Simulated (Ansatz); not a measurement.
Ag₅Te₂⁺. The state is a singlet with charge 1. Geometry PBE-D4/def2-SVP, basis def2-TZVP, Ansatz.

```xyz
7

Ag    1.814    0.393    0.854
Ag   -0.268   -0.013   -0.963
Ag    0.137   -2.661   -1.828
Ag   -1.066   -0.356    1.694
Ag   -1.126    2.613   -1.472
Te    0.798   -2.256    0.702
Te   -0.290    2.280    1.013
```

| run | HOMO (eV) | LUMO (eV) |
| --- | --- | --- |
| A | -8.50 | -7.54 |
| B | -8.67 | -7.53 |
| C | -8.62 | -7.67 |
| D | -9.34 | -6.90 |
| E | -8.92 | -8.01 |
| F | -8.97 | -7.25 |

In the def2 sets Ag, Te take a core potential; there is no spin–orbit coupling. No other spin state of charge 1 was run. Another isomer (singlet) lies 0.04 eV lower at PBE0-D4/def2-TZVP; other spin states weren't run for this one.

Problem. The runs used LDA (SPW92), PBE, PBE0, r2SCAN, r2SCANh, revPBE. Estimate which is which.

Solution. A revPBE (0 % exact exchange); B r2SCAN (0 % exact exchange); C PBE (0 % exact exchange); D PBE0 (25 % exact exchange); E LDA (SPW92) (0 % exact exchange); F r2SCANh (10 % exact exchange). Exact exchange lowers occupied and raises empty levels; among semilocal functionals meta-GGAs tend to open the gap a little, and such runs are hard to tell apart. The gap grows from 0.91 eV (LDA (SPW92)) to 2.44 eV (PBE0).
